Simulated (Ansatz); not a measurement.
The same path of CH₅ClGe (8 atoms, charge 0, multiplicity 1) was run 3 times with different band settings. Lost on the way: Ge1–C2, Ge1–H6. Made: C2–H6.

Level of theory: Ansatz, RKS PBE/def2-SVP.

Relaxed end points:

```xyz
8
Properties=species:S:1:pos:R:3
Ge 0.425 0.057 0.044
C 0.925 -0.029 1.932
H 0.020 -0.139 2.560
H 1.592 -0.894 2.110
H 1.455 0.900 2.221
H 1.663 0.141 -0.887
H -0.563 1.217 -0.248
Cl -0.620 -1.798 -0.475
```

```xyz
8
Properties=species:S:1:pos:R:3
Ge 0.099 -0.062 -1.096
C 1.362 0.004 1.850
H 0.369 -0.479 1.894
H 2.106 -0.626 2.372
H 1.315 1.010 2.307
H 1.704 0.106 0.793
H -0.718 1.142 -0.377
Cl -1.340 -1.642 -0.485
```

Common settings: spring 5.0 eV/Å²; optimiser quadratic models (default); start path through a guess of the saddle point; iteration limit 60; end points relaxed.

| run | movable images | climbing image | force threshold |
| --- | --- | --- | --- |
| 1 | 5 | yes | 0.03 eV/Å |
| 2 | 4 | no | 0.03 eV/Å |
| 3 | 5 | yes | 0.5 eV/Å |

Task: What does each run give, and how far can it be trusted?

Result: Run 1: converged after 8 iterations, highest image 2.466 eV above the first end. Neighbouring images differ by up to 1.4 eV, so the band resolves the path poorly. A vibrational analysis at the climbing image gives one clearly imaginary mode, 1061i cm⁻¹: a first-order saddle point.
Run 2: converged after 11 iterations, highest image 2.014 eV above the first end. Neighbouring images differ by up to 1.7 eV, so the band resolves the path poorly. No image climbed, so the highest image needn't sit at the top of the path.
Run 3: converged after 6 iterations, highest image 2.474 eV above the first end. The threshold of 0.5 eV/Å is loose, so the images may lie well off the minimum-energy path. Neighbouring images differ by up to 1.4 eV, so the band resolves the path poorly. The order of the point at the top wasn't checked.
The orbitals stay closed-shell, which can raise the energy where a bond breaks towards radicals; this wasn't checked here.
